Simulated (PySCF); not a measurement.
B(H)2(OSiH3) (BH5OSi), SMILES BO[SiH3].

Geometry optimised at r2SCAN-D4/def2-TZVP.

All values below come from CAM-B3LYP/def2-TZVPD in PySCF.

Symmetry labels are those of the subgroup Cs that the program uses (full group Cs).

**Question.** List the valence orbital energies around the gap with their symmetry. (The exact figures need the calculation; the answer reports its results.)

**Answer.** 
```json
[
 {"orbital": "HOMO−7", "symmetry": "A'", "energy (eV)": "-18.35"},
 {"orbital": "HOMO−6", "symmetry": "A'", "energy (eV)": "-15.58"},
 {"orbital": "HOMO−5", "symmetry": "A'", "energy (eV)": "-13.90"},
 {"orbital": "HOMO−4", "symmetry": "A'", "energy (eV)": "-13.39"},
 {"orbital": "HOMO−3", "symmetry": "A\"", "energy (eV)": "-13.23"},
 {"orbital": "HOMO−2", "symmetry": "A'", "energy (eV)": "-11.27"},
 {"orbital": "HOMO−1", "symmetry": "A\"", "energy (eV)": "-10.94"},
 {"orbital": "HOMO", "symmetry": "A'", "energy (eV)": "-9.99"},
 {"orbital": "LUMO", "symmetry": "A\"", "energy (eV)": "0.28"},
 {"orbital": "LUMO+1", "symmetry": "A'", "energy (eV)": "0.63"},
 {"orbital": "LUMO+2", "symmetry": "A'", "energy (eV)": "0.83"},
 {"orbital": "LUMO+3", "symmetry": "A'", "energy (eV)": "1.34"}
]
```
